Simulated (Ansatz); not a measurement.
Molecule: chloro(difluoro)borane, sum formula BClF2, net charge 0, singlet state. SMILES: FB(F)Cl
Coordinates optimised at B3LYP-D3(BJ)/def2-TZVP (Ansatz, an electronic-structure program):
```
B
F 1 1.3147
F 1 1.3147 2 118.99
Cl 1 1.7478 2 120.50 3 -180.00
```

Parts of the frozen-core correlation energy in 6-31G (Ansatz, hartree). Frozen orbitals: 8; correlated occupied orbitals by spin: 12 and 12; virtual: 20 and 20. No spin-orbit coupling. Non-relativistic.

```json
[
 {"term": "reference (HF)", "value": "-683.10899"},
 {"term": "MP2 opposite-spin", "value": "___"},
 {"term": "MP2 same-spin", "value": "___"},
 {"term": "CCSD correlation", "value": "-0.34197"},
 {"term": "(T)", "value": "___"},
 {"term": "T1 diagnostic", "value": "0.014"},
 {"term": "largest doubles amplitude", "value": "0.032"}
]
```

Complete the blanks.


- MP2 opposite-spin, value: -0.24570
- MP2 same-spin, value: -0.09130
- (T), value: -0.00679
